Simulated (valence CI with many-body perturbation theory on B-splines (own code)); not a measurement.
# Pr⁴³⁺: electric-dipole lines

Calculated by valence CI with perturbative core correlation (CI+MBPT): six valence electrons over a frozen Dirac-Fock core [Ne], radial functions for each j: 9 s, 9 p, 8 d, 6 f, 3 g, 1 h, with the one-electron correlation potential Σ1, the two-electron term Σ2, the three-electron term Σ3, Breit, model QED; selected CI, second order for the rest, scaled by the run's own slope (own B-spline code, finite nucleus).

The last digits are not significant, and no measured levels were compared; by estimate large intervals hold to a few tenths of a per cent, small ones and those within an open d or f shell to about a per cent. Among the levels kept, up to 1100 cm⁻¹ of a level comes from second order outside the variational space, and about a tenth of that is noise between levels of different J, which matters for small intervals.

Lines 51 to 100 of 108 in falling wavelength, among levels below 2948400 cm⁻¹, chosen from the strongest by gf and those to the six lowest levels. Wavelengths and rates use the calculated energies. Electric multipoles are in the length gauge with retardation, E1 and E2 with the static RPA response of the core. Weak lines are less certain than strong ones. Lines between different terms over intervals too small for the method are left out, as are lines whose strength nearly cancels. The highest levels of a list are the least certain.

Levels are named by their leading jj configuration (3d3/2^4 stands for four electrons in 3d with j = 3/2), which in mixed levels can hold well under half, so a name can repeat and another be missing. Letters in brackets count levels of one name in rising energy.

| λ vac (nm) | Upper | Lower | A (s⁻¹) | S (a.u.) |
| --- | --- | --- | --- | --- |
| 7.326 | (3s^2 3p1/2 3p3/2^2 3d3/2) J=1 [a] | (3s^2 3p1/2 3p3/2^3) J=1 | 9.78e+07 | 5.69e-05 |
| 7.105 | (3s^2 3p1/2^2 3p3/2 3d3/2) J=2 | (3s^2 3p1/2^2 3p3/2^2) J=2 | 3.17e+09 | 2.81e-03 |
| 7.092 | (3s^2 3p1/2^2 3d3/2^2) J=2 | (3s^2 3p1/2^2 3p3/2 3d3/2) J=3 | 2.24e+09 | 1.97e-03 |
| 7.043 | (3s^2 3p1/2^2 3d3/2^2) J=2 | (3s^2 3p1/2^2 3p3/2 3d3/2) J=1 | 4.33e+09 | 3.73e-03 |
| 6.909 | (3s^2 3p1/2^2 3p3/2 3d3/2) J=1 | (3s^2 3p1/2^2 3p3/2^2) J=2 | 4.23e+09 | 2.06e-03 |
| 6.863 | (3s^2 3p1/2^2 3p3/2 3d3/2) J=3 | (3s^2 3p1/2^2 3p3/2^2) J=2 | 8.56e+06 | 9.56e-06 |
| 6.850 | (3s^2 3p1/2^2 3d3/2^2) J=2 | (3s^2 3p1/2^2 3p3/2 3d3/2) J=2 | 2.45e+09 | 1.94e-03 |
| 6.796 | (3s^2 3p1/2 3p3/2^2 3d3/2) J=2 [b] | (3s^2 3p1/2 3p3/2^3) J=2 | 3.43e+08 | 2.66e-04 |
| 6.626 | (3s^2 3p1/2 3p3/2^2 3d5/2) J=3 [a] | (3s^2 3p1/2 3p3/2^3) J=2 | 2.19e+08 | 2.21e-04 |
| 6.524 | (3s^2 3p1/2 3p3/2^2 3d3/2) J=2 [b] | (3s^2 3p1/2 3p3/2^3) J=1 | 1.91e+08 | 1.31e-04 |
| 6.340 | (3s^2 3p1/2 3p3/2^2 3d3/2) J=3 [b] | (3s^2 3p1/2 3p3/2^3) J=2 | 6.97e+08 | 6.13e-04 |
| 6.335 | (3s^2 3p1/2 3p3/2^2 3d5/2) J=1 [a] | (3s^2 3p1/2 3p3/2^3) J=2 | 2.25e+09 | 8.49e-04 |
| 6.261 | (3s^2 3p1/2 3p3/2^2 3d3/2) J=2 [c] | (3s^2 3p1/2 3p3/2^3) J=2 | 1.96e+09 | 1.19e-03 |
| 6.169 | (3s^2 3p1/2 3p3/2^2 3d3/2) J=1 [b] | (3s^2 3p1/2 3p3/2^3) J=2 | 6.86e+08 | 2.38e-04 |
| 6.099 | (3s^2 3p1/2 3p3/2^2 3d5/2) J=1 [a] | (3s^2 3p1/2 3p3/2^3) J=1 | 3.81e+09 | 1.28e-03 |
| 6.051 | (3s^2 3p1/2 3p3/2^2 3d5/2) J=0 | (3s^2 3p1/2 3p3/2^3) J=1 | 3.70e+09 | 4.04e-04 |
| 6.036 | (3s^2 3p1/2^2 3p3/2 3d5/2) J=2 | (3s^2 3p1/2^2 3p3/2^2) J=2 | 1.60e+10 | 8.69e-03 |
| 6.030 | (3s^2 3p1/2 3p3/2^2 3d3/2) J=2 [c] | (3s^2 3p1/2 3p3/2^3) J=1 | 4.80e+09 | 2.60e-03 |
| 5.945 | (3s^2 3p1/2 3p3/2^2 3d3/2) J=1 [b] | (3s^2 3p1/2 3p3/2^3) J=1 | 4.38e+06 | 1.36e-06 |
| 5.867 | (3s^2 3p1/2 3p3/2^2 3d3/2) J=1 [c] | (3s^2 3p1/2 3p3/2^3) J=2 | 6.57e+09 | 1.97e-03 |
| 5.798 | (3s^2 3p1/2 3p3/2^2 3d5/2) J=2 [a] | (3s^2 3p1/2 3p3/2^3) J=2 | 1.60e+09 | 7.71e-04 |
| 5.741 | (3s^2 3p1/2^2 3p3/2 3d5/2) J=1 | (3s^2 3p1/2^2 3p3/2^2) J=0 | 6.87e+10 | 1.92e-02 |
| 5.664 | (3s^2 3p1/2 3p3/2^2 3d3/2) J=1 [c] | (3s^2 3p1/2 3p3/2^3) J=1 | 1.18e+10 | 3.17e-03 |
| 5.653 | (3s^2 3p1/2 3p3/2^2 3d5/2) J=3 [b] | (3s^2 3p1/2 3p3/2^3) J=2 | 2.13e+09 | 1.33e-03 |
| 5.599 | (3s^2 3p1/2 3p3/2^2 3d5/2) J=2 [a] | (3s^2 3p1/2 3p3/2^3) J=1 | 6.05e+09 | 2.62e-03 |
| 5.592 | (3s^2 3p1/2 3p3/2^2 3d5/2) J=2 [b] | (3s^2 3p1/2 3p3/2^3) J=2 | 6.42e+10 | 2.77e-02 |
| 5.544 | (3s^2 3p1/2^2 3p3/2 3d5/2) J=3 | (3s^2 3p1/2^2 3p3/2^2) J=2 | 1.75e+11 | 1.03e-01 |
| 5.490 | (3s^2 3p1/2 3p3/2^2 3d5/2) J=1 [b] | (3s^2 3p1/2 3p3/2^3) J=2 | 3.58e+10 | 8.77e-03 |
| 5.446 | (3s^2 3p1/2 3p3/2^2 3d5/2) J=3 [c] | (3s^2 3p1/2 3p3/2^3) J=2 | 2.37e+11 | 1.32e-01 |
| 5.406 | (3s^2 3p1/2 3p3/2^2 3d5/2) J=2 [b] | (3s^2 3p1/2 3p3/2^3) J=1 | 1.39e+11 | 5.41e-02 |
| 5.381 | (3s^2 3p1/2^2 3p3/2 3d5/2) J=1 | (3s^2 3p1/2^2 3p3/2^2) J=2 | 4.03e+10 | 9.29e-03 |
| 5.311 | (3s^2 3p1/2 3p3/2^2 3d5/2) J=1 [b] | (3s^2 3p1/2 3p3/2^3) J=1 | 2.36e+11 | 5.24e-02 |
| 5.308 | (3s^2 3p1/2 3p3/2^2 3d5/2) J=2 [c] | (3s^2 3p1/2 3p3/2^3) J=2 | 2.32e+11 | 8.55e-02 |
| 5.141 | (3s^2 3p1/2 3p3/2^2 3d5/2) J=2 [c] | (3s^2 3p1/2 3p3/2^3) J=1 | 2.68e+11 | 8.98e-02 |
| 4.976 | (3s 3p1/2^2 3p3/2^3) J=2 | (3s^2 3p1/2^2 3p3/2^2) J=2 | 1.90e+11 | 5.77e-02 |
| 4.967 | (3s 3p1/2^2 3p3/2^3) J=1 | (3s^2 3p1/2^2 3p3/2^2) J=0 | 9.98e+10 | 1.81e-02 |
| 4.695 | (3s 3p1/2^2 3p3/2^3) J=1 | (3s^2 3p1/2^2 3p3/2^2) J=2 | 1.31e+11 | 2.01e-02 |
| 4.574 | (3s^2 3p1/2 3p3/2^2 3d3/2) J=1 [a] | (3s^2 3p1/2^2 3p3/2^2) J=0 | 2.28e+10 | 3.23e-03 |
| 4.360 | (3s^2 3p1/2 3p3/2^2 3d3/2) J=2 [a] | (3s^2 3p1/2^2 3p3/2^2) J=2 | 4.90e+09 | 1.00e-03 |
| 4.342 | (3s^2 3p1/2 3p3/2^2 3d3/2) J=1 [a] | (3s^2 3p1/2^2 3p3/2^2) J=2 | 2.96e+10 | 3.59e-03 |
| 4.273 | (3s^2 3p1/2 3p3/2^2 3d3/2) J=3 [a] | (3s^2 3p1/2^2 3p3/2^2) J=2 | 8.89e+09 | 2.40e-03 |
| 4.064 | (3s^2 3p1/2 3p3/2^2 3d5/2) J=1 [a] | (3s^2 3p1/2^2 3p3/2^2) J=0 | 7.14e+08 | 7.10e-05 |
| 4.048 | (3s^2 3p1/2 3p3/2^2 3d3/2) J=2 [b] | (3s^2 3p1/2^2 3p3/2^2) J=2 | 7.23e+10 | 1.18e-02 |
| 3.995 | (3s^2 3p1/2 3p3/2^2 3d3/2) J=1 [b] | (3s^2 3p1/2^2 3p3/2^2) J=0 | 9.32e+08 | 8.79e-05 |
| 3.987 | (3s^2 3p1/2 3p3/2^2 3d5/2) J=3 [a] | (3s^2 3p1/2^2 3p3/2^2) J=2 | 4.70e+10 | 1.03e-02 |
| 3.881 | (3s^2 3p1/2 3p3/2^2 3d3/2) J=3 [b] | (3s^2 3p1/2^2 3p3/2^2) J=2 | 7.90e+11 | 1.60e-01 |
| 3.880 | (3s^2 3p1/2 3p3/2^2 3d5/2) J=1 [a] | (3s^2 3p1/2^2 3p3/2^2) J=2 | 1.24e+11 | 1.07e-02 |
| 3.866 | (3s^2 3p1/2 3p3/2^2 3d3/2) J=1 [c] | (3s^2 3p1/2^2 3p3/2^2) J=0 | 9.55e+11 | 8.17e-02 |
| 3.852 | (3s^2 3p1/2 3p3/2^2 3d3/2) J=2 [c] | (3s^2 3p1/2^2 3p3/2^2) J=2 | 1.02e+12 | 1.43e-01 |
| 3.817 | (3s^2 3p1/2 3p3/2^2 3d3/2) J=1 [b] | (3s^2 3p1/2^2 3p3/2^2) J=2 | 1.00e+12 | 8.24e-02 |
